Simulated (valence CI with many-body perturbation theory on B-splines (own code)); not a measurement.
**Level structure of W²³⁺**

Calculated by configuration interaction combined with many-body perturbation theory (CI+MBPT): five valence electrons over a frozen Dirac-Fock core [Kr] 4d10, a basis of 7 s, 7 p, 7 d, 7 f, 4 g, 2 h functions for each j, with the one-electron correlation potential Σ1, the two-electron term Σ2, the three-electron term Σ3, Breit, model QED; selected CI, second order for the rest, scaled by the run's own slope (own B-spline code, finite nucleus).

No measured levels were compared; by estimate terms of the open shell hold to a few per cent of their energy, and close levels can change places. Among the levels kept, up to 1000 cm⁻¹ of a level comes from second order outside the variational space, and about a tenth of that is noise between levels of different J, which matters for small intervals. Only levels of the ground parity were solved; by the run's estimate the other parity begins above the list, which can be wrong where configurations are misplaced.

Levels 136 to 180 of 194, with energies above the lowest level, 4f⁵ ⁶H°_5/2. "Leading %" is the weight of the configuration and term that name the level; weights of strongly mixed levels are sums over their largest components and can fall short. In the jj column 3d3/2^4 stands for four electrons in 3d with j = 3/2.

| No. | Configuration | Term | J | E (eV) | Leading % | g | Second component | Leading jj |
| --- | --- | --- | --- | --- | --- | --- | --- | --- |
| 136 | 4f⁵ | ⁴F° | 9/2 | 21.016 | 57 | 1.225 | 27 % 4f⁵ ²G° | 4f5/2^2 4f7/2^3 (58 %) |
| 137 | 4f⁵ | ²M° | 19/2 | 21.220 | 99 | 1.050 |  | 4f5/2^2 4f7/2^3 (91 %) |
| 138 | 4f⁵ | ⁴F° | 3/2 | 21.355 | 42 | 0.828 | 30 % 4f⁵ ²D° | 4f5/2^2 4f7/2^3 (65 %) |
| 139 | 4f⁵ | ²H° | 11/2 | 21.592 | 44 | 1.017 | 34 % 4f⁵ ²I° | 4f5/2^2 4f7/2^3 (42 %) |
| 140 | 4f⁵ | ²I° | 13/2 | 21.609 | 77 | 1.064 | 12 % 4f⁵ ²K° | 4f5/2^2 4f7/2^3 (67 %) |
| 141 | 4f⁵ | ⁴I° | 9/2 | 21.644 | 37 | 0.983 | 25 % 4f⁵ ⁴F° | 4f5/2^3 4f7/2^2 (54 %) |
| 142 | 4f⁵ | ⁴F° | 7/2 | 21.786 | 36 | 1.216 | 30 % 4f⁵ ²F° | 4f5/2^3 4f7/2^2 (36 %) |
| 143 | 4f⁵ | ²I° | 11/2 | 21.865 | 56 | 0.982 | 16 % 4f⁵ ²H° | 4f5/2^2 4f7/2^3 (38 %) |
| 144 | 4f⁵ | ⁴D° | 5/2 | 22.109 | 49 | 1.189 | 33 % 4f⁵ ⁴F° | 4f5/2^2 4f7/2^3 (38 %) |
| 145 | 4f⁵ | ²G° | 9/2 | 22.200 | 30 | 1.026 | 21 % 4f⁵ ²H° | 4f5/2^3 4f7/2^2 (35 %) |
| 146 | 4f⁵ | ⁴I° | 13/2 | 22.295 | 45 | 1.074 | 31 % 4f⁵ ²I° | 4f5/2^3 4f7/2^2 (48 %) |
| 147 | 4f⁵ | ⁴D° | 3/2 | 22.355 | 57 | 1.156 | 12 % 4f⁵ ²D° | 4f5/2^2 4f7/2^3 (40 %) |
| 148 | 4f⁵ | ²K° | 15/2 | 22.476 | 47 | 1.119 | 44 % 4f⁵ ⁴I° | 4f5/2^3 4f7/2^2 (48 %) |
| 149 | 4f⁵ | ²D° | 5/2 | 22.518 | 32 | 1.171 | 19 % 4f⁵ ²F° | 4f5/2^3 4f7/2^2 (30 %) |
| 150 | 4f⁵ | ²G° | 7/2 | 22.796 | 41 | 1.074 | 27 % 4f⁵ ²F° | 4f5/2^3 4f7/2^2 (44 %) |
| 151 | 4f⁵ | ⁴D° | 1/2 | 22.797 | 89 | 0.077 | 10 % 4f⁵ ²P° | 4f5/2^2 4f7/2^3 (70 %) |
| 152 | 4f⁵ | ⁴S° | 3/2 | 23.023 | 30 | 1.421 | 29 % 4f⁵ ²P° | 4f5/2 4f7/2^4 (41 %) |
| 153 | 4f⁵ | ²G° | 9/2 | 23.380 | 46 | 1.064 | 18 % 4f⁵ ⁴G° | 4f5/2^3 4f7/2^2 (54 %) |
| 154 | 4f⁵ | ⁴I° | 11/2 | 23.407 | 41 | 0.980 | 38 % 4f⁵ ²I° | 4f5/2^2 4f7/2^3 (59 %) |
| 155 | 4f⁵ | ²G° | 7/2 | 23.535 | 49 | 1.052 | 20 % 4f⁵ ²F° | 4f5/2^2 4f7/2^3 (50 %) |
| 156 | 4f⁵ | ²K° | 13/2 | 23.545 | 56 | 0.999 | 38 % 4f⁵ ²I° | 4f5/2^2 4f7/2^3 (73 %) |
| 157 | 4f⁵ | ²H° | 11/2 | 24.129 | 44 | 1.083 | 22 % 4f⁵ ⁴G° | 4f5/2^2 4f7/2^3 (46 %) |
| 158 | 4f⁵ | ²F° | 5/2 | 24.383 | 60 | 0.904 | 30 % 4f⁵ ⁴F° | 4f5/2^2 4f7/2^3 (69 %) |
| 159 | 4f⁵ | ²L° | 15/2 | 24.438 | 45 | 1.058 | 38 % 4f⁵ ⁴I° | 4f5/2^2 4f7/2^3 (82 %) |
| 160 | 4f⁵ | ⁴F° | 9/2 | 24.592 | 49 | 1.154 | 20 % 4f⁵ ²H° | 4f5/2^2 4f7/2^3 (58 %) |
| 161 | 4f⁵ | ⁴G° | 7/2 | 24.772 | 27 | 1.077 | 22 % 4f⁵ ⁴D° | 4f5/2^2 4f7/2^3 (36 %) |
| 162 | 4f⁵ | ²I° | 13/2 | 25.264 | 39 | 1.055 | 38 % 4f⁵ ⁴I° | 4f5/2 4f7/2^4 (59 %) |
| 163 | 4f⁵ | ²I° | 11/2 | 25.326 | 54 | 1.029 | 26 % 4f⁵ ²H° | 4f5/2^2 4f7/2^3 (50 %) |
| 164 | 4f⁵ | ⁴G° | 5/2 | 25.403 | 37 | 0.932 | 24 % 4f⁵ ⁴F° | 4f5/2^2 4f7/2^3 (48 %) |
| 165 | 4f⁵ | ²G° | 7/2 | 25.469 | 58 | 1.004 | 18 % 4f⁵ ⁴F° | 4f5/2^2 4f7/2^3 (67 %) |
| 166 | 4f⁵ | ²H° | 9/2 | 25.664 | 75 | 0.956 | 17 % 4f⁵ ²G° | 4f5/2^2 4f7/2^3 (69 %) |
| 167 | 4f⁵ | ⁴F° | 3/2 | 25.888 | 77 | 0.540 | 13 % 4f⁵ ²D° | 4f5/2^2 4f7/2^3 (39 %) |
| 168 | 4f⁵ | ²L° | 17/2 | 26.108 | 81 | 1.045 | 15 % 4f⁵ ²M° | 4f5/2 4f7/2^4 (72 %) |
| 169 | 4f⁵ | ²H° | 9/2 | 26.160 | 48 | 1.002 | 35 % 4f⁵ ²G° | 4f5/2 4f7/2^4 (59 %) |
| 170 | 4f⁵ | ²I° | 13/2 | 26.580 | 73 | 1.057 | 19 % 4f⁵ ²K° | 4f5/2 4f7/2^4 (62 %) |
| 171 | 4f⁵ | ²F° | 7/2 | 26.590 | 34 | 1.064 | 32 % 4f⁵ ²G° | 4f5/2^2 4f7/2^3 (54 %) |
| 172 | 4f⁵ | ²L° | 15/2 | 26.651 | 46 | 1.021 | 40 % 4f⁵ ²K° | 4f5/2 4f7/2^4 (65 %) |
| 173 | 4f⁵ | ²F° | 5/2 | 26.826 | 67 | 0.925 | 15 % 4f⁵ ²D° | 4f5/2^2 4f7/2^3 (46 %) |
| 174 | 4f⁵ | ²G° | 9/2 | 27.065 | 39 | 1.157 | 36 % 4f⁵ ⁴G° | 4f5/2 4f7/2^4 (62 %) |
| 175 | 4f⁵ | ²H° | 11/2 | 27.236 | 49 | 1.092 | 24 % 4f⁵ ⁴G° | 4f5/2 4f7/2^4 (45 %) |
| 176 | 4f⁵ | ²P° | 3/2 | 27.743 | 73 | 1.220 | 11 % 4f⁵ ²D° | 4f5/2^3 4f7/2^2 (37 %) |
| 177 | 4f⁵ | ²H° | 11/2 | 27.802 | 39 | 1.097 | 30 % 4f⁵ ⁴G° | 4f5/2 4f7/2^4 (54 %) |
| 178 | 4f⁵ | ⁴G° | 5/2 | 27.904 | 50 | 0.764 | 30 % 4f⁵ ²F° | 4f5/2 4f7/2^4 (50 %) |
| 179 | 4f⁵ | ⁴G° | 7/2 | 28.165 | 45 | 1.013 | 26 % 4f⁵ ²G° | 4f5/2 4f7/2^4 (48 %) |
| 180 | 4f⁵ | ²G° | 9/2 | 28.650 | 48 | 1.077 | 28 % 4f⁵ ⁴G° | 4f5/2 4f7/2^4 (57 %) |

Names give the largest LS component (configuration and term), which can be under half, so a name can repeat, a term be missing and a line seem to break the LS rules; names also repeat where a configuration has a term twice.

Where two levels of one J and parity lie close, their mixing, g and order are uncertain.
